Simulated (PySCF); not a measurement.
C3H7ClSi, SMILES [SiH2](C)/C=C/Cl.

The structure is a stationary point at ωB97X-D3(BJ)/def2-SVP. The structure was generated by enumeration; whether it is a known compound was not checked. Other conformers were not sampled.

Level of theory: ωB97X-D3(BJ)/def2-SVP (PySCF).

Frequencies are harmonic and unscaled.

```
mode  ν (cm⁻¹)  IR (km/mol)  Raman (Å⁴/amu)  depolarisation  moving atoms (share of kinetic energy)
----  --------  -----------  --------------  --------------  --------------------------------------
1           71          0.1             3.4            0.74                  C 57 %, H 29 %, Cl 9 %
2          127          0.7             3.6            0.75                 C 49 %, H 35 %, Cl 12 %
3          151          0.5             0.6            0.71                          H 76 %, C 17 %
4          205          0.8             0.3            0.64                 H 46 %, C 37 %, Si 11 %
5          262          1.4             2.7            0.41        C 57 %, H 19 %, Si 12 %, Cl 12 %
6          337          8.7             4.4            0.30        Cl 37 %, Si 33 %, C 20 %, H 10 %
7          497         13.0             1.3            0.75                          H 88 %, Si 9 %
8          658         11.3             6.8            0.43                          H 73 %, C 20 %
9          693          3.4            12.6            0.55                          H 60 %, C 31 %
10         737         59.2             6.8            0.16                 H 45 %, C 31 %, Si 23 %
11         806         14.5             4.4            0.71         C 55 %, H 24 %, Si 11 %, Cl 9 %
12         835         22.5             2.6            0.57                          H 51 %, C 45 %
13         850        105.0             5.9            0.67                 C 59 %, H 26 %, Cl 11 %
14         894         31.8             8.8            0.74                          H 79 %, C 17 %
15         923        255.8            12.4            0.57                 H 76 %, Si 13 %, C 10 %
16         964        116.5            15.8            0.75                                  H 95 %
17         997         35.5             0.6            0.62                                  H 92 %
18        1191         19.2             2.6            0.14                          H 80 %, C 19 %
19        1286         24.1             1.5            0.06                          H 78 %, C 22 %
20        1314          8.7            15.1            0.37                          H 85 %, C 15 %
21        1444          5.0            14.9            0.74                                  H 96 %
22        1445          2.9            11.1            0.75                                  H 96 %
23        1696        168.1            43.8            0.17                                  C 95 %
24        2240        146.7            87.8            0.68                                  H 96 %
25        2242        109.6           173.9            0.06                                  H 98 %
26        3069          3.3           133.0            0.01                                  H 97 %
27        3171          3.5            87.8            0.73                           H 91 %, C 9 %
28        3175          3.4            89.2            0.72                           H 91 %, C 9 %
29        3189          0.3            64.4            0.34                           H 92 %, C 8 %
30        3224          2.8            59.0            0.29                           H 91 %, C 9 %
```
